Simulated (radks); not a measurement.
The numbers below are computed, except where a source is named.
Problem. The mean radii <r> (bohr) of the occupied orbitals of an atom or ion are listed with their occupations. Level of theory: Dirac Kohn-Sham, OLYP, spin-unpolarised, spherical densities, finite nucleus; Fermi nuclear charge, rms radius of each element as measured or else 0.836 A^(1/3) + 0.57 fm (a radial shooting solver on a logarithmic mesh with Libxc functionals).

| orbital | occ. | <r> |
|---|---|---|
| 1s1/2 | 2 | 0.1036 |
| 2s1/2 | 2 | 0.5157 |
| 2p1/2 | 2 | 0.4784 |
| 2p3/2 | 4 | 0.4805 |
| 3s1/2 | 1 | 1.610 |

Name the element and its charge. Open shells, if any, fill j = l - 1/2 first.

Solution. Z = 15, phosphorus, charge +4: P4+ in [Ne] 3s1. The 1s radius gives Z: for a bare nucleus <r> = (2 gamma + 1)/(2Z) with gamma = sqrt(1 - (Z/c)^2), 0.0996 bohr for Z = 15, and screening makes it slightly larger (0.1036 here). The occupations add up to 11, and the charge is Z minus that.
